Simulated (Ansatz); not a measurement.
`[NH2][Zr]([F])([Cl])[Cl]` + `CNC` → `C[N](C)[Zr]([NH2])([F])[Cl]` + HCl  (ligand exchange at a Zr–Cl bond)

Gas-phase electronic energies from Ansatz, PBE0-D4/def2-TZVP geometries. CBS: MP2 limit from def2 TZ/QZ plus the TZ coupled-cluster correction, frozen cores. This one scheme is used for every species. Functionals use def2-TZVPP. def2 core potentials past Kr. For Zr outer-core shells are correlated without core-valence functions, which leaves a few kJ/mol of doubt a bond. Each species was taken in one conformer, which may not be the lowest.

`[NH2][Zr]([F])([Cl])[Cl]`:

Z-matrix (Å, degrees):
```
Zr
F 1 1.889
Cl 1 2.350 2 112.3
N 1 1.998 2 106.2 3 -118.6
Cl 1 2.350 2 112.3 3 122.9
H 4 1.012 1 125.7 2 180.0
H 4 1.012 1 125.1 2 -0.0
```

`CNC`:

Z-matrix (Å, degrees):
```
C
N 1 1.445
H 1 1.094 2 109.4
H 1 1.092 2 110.0 3 117.9
H 1 1.104 2 114.0 3 -120.2
C 2 1.445 1 112.8 3 65.3
H 2 1.011 1 109.8 3 -171.9
H 6 1.104 2 114.0 1 54.9
H 6 1.094 2 109.4 1 -65.3
H 6 1.092 2 110.0 1 176.8
```

`C[N](C)[Zr]([NH2])([F])[Cl]`:

Cartesian coordinates in Å:
```
C -1.633 -0.564 0.122
N -0.314 -0.110 0.478
C -0.086 -0.076 1.906
Zr 1.292 0.456 -0.581
N 0.731 0.516 -2.521
F 1.826 2.184 0.053
Cl 2.954 -1.215 -0.237
H -1.816 -1.585 0.484
H -1.757 -0.558 -0.962
H -2.409 0.082 0.557
H -0.183 -1.073 2.355
H -0.786 0.602 2.412
H 0.927 0.280 2.139
H 0.707 -0.287 -3.137
H 0.549 1.347 -3.069
```

HCl:

Z-matrix (Å, degrees):
```
Cl
H 1 1.279
```

CCSD(T)/CBS gives +84.0 kJ/mol.

Question: Another level gave +91.4 kJ/mol. Which?
A. PBE0/def2-TZVPP
B. BHLYP/def2-TZVPP
C. B2PLYP/def2-TZVPP
D. SCS-MP2/def2-TZVPP

Answer: C. B2PLYP 91.4, PBE0 97.0, BHLYP 104.1, SCS-MP2/def2-TZVPP 81.1 kJ/mol.

Largest T1 diagnostic among the species: 0.016.

From r2SCAN to r2SCAN0 (25 % exact exchange), in def2-TZVPP and without D4, ΔE moves by +3.7 kJ/mol. At CCSD(T), def2-SVP lies −7.3 kJ/mol from the extrapolated value and def2-TZVPP −5.1 kJ/mol.
